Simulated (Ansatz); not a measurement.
Cost and result for the atomization energy of `C[SiH](F)CCl` (11 atoms, 10 bonds).

```json
{"atom": "C1", "x (Å)": "-1.429", "y (Å)": "0.633", "z (Å)": "0.201"}
{"atom": "Si2", "x (Å)": "-0.097", "y (Å)": "-0.301", "z (Å)": "-0.679"}
{"atom": "F3", "x (Å)": "0.195", "y (Å)": "0.402", "z (Å)": "-2.094"}
{"atom": "C4", "x (Å)": "1.518", "y (Å)": "-0.281", "z (Å)": "0.276"}
{"atom": "Cl5", "x (Å)": "1.235", "y (Å)": "-1.152", "z (Å)": "1.813"}
{"atom": "H6", "x (Å)": "-2.360", "y (Å)": "0.610", "z (Å)": "-0.370"}
{"atom": "H7", "x (Å)": "-1.144", "y (Å)": "1.677", "z (Å)": "0.348"}
{"atom": "H8", "x (Å)": "-1.619", "y (Å)": "0.188", "z (Å)": "1.181"}
{"atom": "H9", "x (Å)": "-0.475", "y (Å)": "-1.709", "z (Å)": "-0.949"}
{"atom": "H10", "x (Å)": "1.852", "y (Å)": "0.727", "z (Å)": "0.524"}
{"atom": "H11", "x (Å)": "2.323", "y (Å)": "-0.794", "z (Å)": "-0.251"}
```

Charge 0, multiplicity 1. The structure was optimised at the PBE0-D4/def2-TZVP level. It is one conformer, not always the lowest. Program: Ansatz. All runs use 4 threads of an Arm Neoverse V2 on a shared host. Times are those of one run each, without the atoms' runs, and a repeat can differ threefold. Electronic energies, without spin–orbit coupling; frozen cores. CCSD(T)/CBS adds CCSD(T) − MP2 in def2-TZVPP to the MP2 limit, and its time is that of the two runs behind it. T1 = 0.010. B3LYP takes the VWN-RPA correlation (the form of Gaussian; ORCA's B3LYP/G).

CCSD(T)/CBS is a level of theory with its own doubt, some kJ/mol a heavy atom from the limit and from the frozen cores, so smaller differences don't rank the functionals.

```csv
level,functions,wall time
PBE-D4/def2-TZVPP (with forces),261,2.5 s
PBE0-D4/def2-TZVPP,261,2.9 s
r2SCAN-D4/def2-TZVPP (with forces),261,4.6 s
B3LYP-D4/def2-TZVPP (with forces),261,4.7 s
B2PLYP/def2-TZVPP,261,5 s
ωB97X-V/def2-TZVPP,261,7 s
ωB97M-V/def2-TZVPP (with forces),261,10 s
MP2/def2-QZVPP,491,20 s
CCSD(T)/def2-TZVPP,261,2.6 min
CCSD(T)/CBS(def2),–,2.9 min
```

Task: What atomization energy does each give, and how far from CCSD(T)/CBS? (Best estimate.)

Result: Ansatz gave: 
```csv
level,atomization (kcal/mol),difference from CCSD(T)/CBS,per bond
PBE-D4/def2-TZVPP (with forces),980.3,9.3,0.9
PBE0-D4/def2-TZVPP,968.6,-2.4,-0.2
r2SCAN-D4/def2-TZVPP (with forces),971.6,0.6,0.1
B3LYP-D4/def2-TZVPP (with forces),965.7,-5.3,-0.5
B2PLYP/def2-TZVPP,957.6,-13.4,-1.3
ωB97X-V/def2-TZVPP,972.1,1.1,0.1
ωB97M-V/def2-TZVPP (with forces),972.5,1.5,0.2
MP2/def2-QZVPP,976.1,5.1,0.5
CCSD(T)/def2-TZVPP,946.2,-24.8,-2.5
CCSD(T)/CBS(def2),971.0,0.0,0.0
```

From PBE to PBE0 (25 % exact exchange), in def2-TZVPP and without D4, the atomization energy moves by −10.9 kcal/mol: exact exchange takes away binding that semilocal exchange gives to molecules. The D4 term adds +9.0 kcal/mol with B3LYP and +4.7 kcal/mol with PBE0; it sums over pairs of atoms, weighted by their polarisabilities, and B3LYP, whose exchange is more repulsive, gets the larger term. In def2-TZVPP, CCSD(T) changes the Hartree–Fock value by +215.1 kcal/mol (the triples alone add +12.3 kcal/mol) and MP2 by +230.2 kcal/mol; breaking electron pairs costs correlation energy, which Hartree–Fock lacks.
